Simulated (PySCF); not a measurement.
Precursor series metal swap MX4 OH. All species are isolated molecules in the gas phase. One relaxed conformer stands for each flexible species; it need not be the lowest.

The HOMO from two functionals at the same geometries (BP86-D3(BJ)/def2-SVP), both in PySCF: PBE-D3(BJ)/def2-TZVP and TPSSh-D3(BJ)/def2-TZVP. 

| species | TPSSh-D3(BJ)/def2-TZVP (eV) |
|---|---|
| M = Ti | -8.07 |
| M = V, oxo ([V(=O)(OH)3]) | -8.23 |
| M = Ta, oxo | -8.34 |
| M = Mo, oxo ([Mo(=O)(OH)4]) | -8.31 |
| M = W, oxo ([W(=O)(OH)4]) | -8.35 |
| M = Cr, dioxo ([Cr(=O)2(OH)2]) | -8.26 |

Problem. What does PBE-D3(BJ)/def2-TZVP give for each?

Solution. 
- M = Ti: -7.32
- M = V, oxo ([V(=O)(OH)3]): -7.49
- M = Ta, oxo: -7.66
- M = Mo, oxo ([Mo(=O)(OH)4]): -7.56
- M = W, oxo ([W(=O)(OH)4]): -7.60
- M = Cr, dioxo ([Cr(=O)2(OH)2]): -7.51
Over these rows, drawn at random from the members with no instability flagged (it was tested for open shells, ions and some series alone), PBE minus TPSSh-D3(BJ): mean +0.74 eV, from +0.68 eV to +0.76 eV.
